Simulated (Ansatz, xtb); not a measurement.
## Relative energy of two isomers of C4H4S3

Structure I: `Sc1csc(S)c1`, a singlet. Structure II: `Sc1ccsc1S`, a singlet. Both are isolated molecules in the gas phase, relaxed with B3LYP/def2-SVP; the shapes shown needn't be the lowest conformers.

I (Å):

```yaml
atoms:
  - { symbol: C, position_ang: [-1.3378, 0.5845, 0.3183] }
  - { symbol: C, position_ang: [-0.2299, 1.0764, -0.3336] }
  - { symbol: C, position_ang: [-0.1701, 1.5117, 2.1227] }
  - { symbol: C, position_ang: [-1.3038, 0.8421, 1.7272] }
  - { symbol: S, position_ang: [-2.6919, -0.1892, -0.5473] }
  - { symbol: S, position_ang: [0.8507, 1.8775, 0.7500] }
  - { symbol: S, position_ang: [0.1989, 2.1033, 3.7497] }
  - { symbol: H, position_ang: [-2.6644, -1.3672, 0.1221] }
  - { symbol: H, position_ang: [0.0013, 0.9931, -1.3948] }
  - { symbol: H, position_ang: [1.2072, 1.2398, 4.0313] }
  - { symbol: H, position_ang: [-2.0906, 0.5432, 2.4203] }
```

II (Å):

```xyz
11

C    -1.1097    0.4775    0.9215
C    -1.3918    0.7886    2.2915
C    -0.3611    1.4537    2.9060
C     0.1367    0.9276    0.5216
S    -2.1956   -0.3729   -0.1925
S     0.9667    1.7214    1.8414
S     0.9034    0.6883   -1.0501
H    -3.1943   -0.5431    0.7036
H    -2.3218    0.5235    2.7966
H    -0.3189    1.7958    3.9397
H     0.4279    1.8036   -1.6640
```

Problem. Which of the two would you expect CCSD(T)/def2-SVP + ΔMP2/def2-TZVPP electronic energies to favour?

Solution. CCSD(T)/def2-SVP + ΔMP2/def2-TZVPP gives E(II) − E(I) = −2.66 kJ/mol, slightly favouring structure II, which is too small a margin to settle the true order.

The same difference at several levels:

```
                             level        geometry  E(II) − E(I) (kJ/mol)  departure from the last row (kJ/mol)  job, with rough time for the two
                    B3LYP/def2-SVP  B3LYP/def2-SVP                   −1.39                                 +1.27             optimisation, 2.1 min
                       HF/def2-SVP  B3LYP/def2-SVP                   +3.70                                 +6.36           part of the CCSD(T) run
                      MP2/def2-SVP  B3LYP/def2-SVP                   −1.92                                 +0.74           part of the CCSD(T) run
                  CCSD(T)/def2-SVP  B3LYP/def2-SVP                   −0.28                                 +2.38                      single point
CCSD(T)/def2-SVP + ΔMP2/def2-TZVPP  B3LYP/def2-SVP                   −2.66                                                      single point, 65 s
```

As drawn, both hold the same kinds of bond in the same numbers.

The largest departure from CCSD(T)/def2-SVP + ΔMP2/def2-TZVPP is that of HF/def2-SVP, 6.36 kJ/mol. No reliable frequencies are at hand for II, so it isn't confirmed as a minimum. Levels run at GFN2-xTB geometries aren't shown. The last row adds to CCSD(T) the change of the MP2 difference between the two basis sets, here −2.38 kJ/mol.

The correlated steps freeze 19 core orbitals. Run with Ansatz 0.2.0, xtb 6.7.1; the last row on 2 threads of Intel(R) Xeon(R) Platinum 8488C (Sapphire Rapids) on a shared host.
